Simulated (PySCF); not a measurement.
## From computed data to an observable: oscillator strength and radiative lifetime

C4H7BFN, SMILES CB(F)C=C=CN.

Geometry: B3LYP-D3(BJ)/def2-SVP. The structure was generated by enumeration; whether it is a known compound was not checked. Other conformers were not sampled.

TDDFT-PBE/def2-SVPD (PySCF) puts the first singlet state with f over 0.02 at 5.74 eV (vertical), with the transition dipole (-0.694, 0.045, 0.177) in atomic units.

Question: Find the oscillator strength, the wavelength and the radiative lifetime that this transition would have in vacuum if emission retraced absorption.

Answer: 
|μ|² = 0.5150 au, so |μ| = 1.82 D. ΔE = 5.74/27.211 = 0.2109 hartree. f = (2/3) ΔE |μ|² = 0.072 (the program prints 0.072).
λ = 1239.84/5.74 = 216 nm; ν = 46296 cm⁻¹.
Einstein's coefficient A = 0.6670 ν² f s⁻¹ (ν in cm⁻¹) = 1.0e8 s⁻¹, so τ = 1/A = 9.7 ns. This state is S5; the lower singlets have f = 0.001, 0.003, 0.002, 0.001. The figure is the radiative limit of this one transition; relaxation, internal conversion, crossing to triplets and a medium change what is measured.
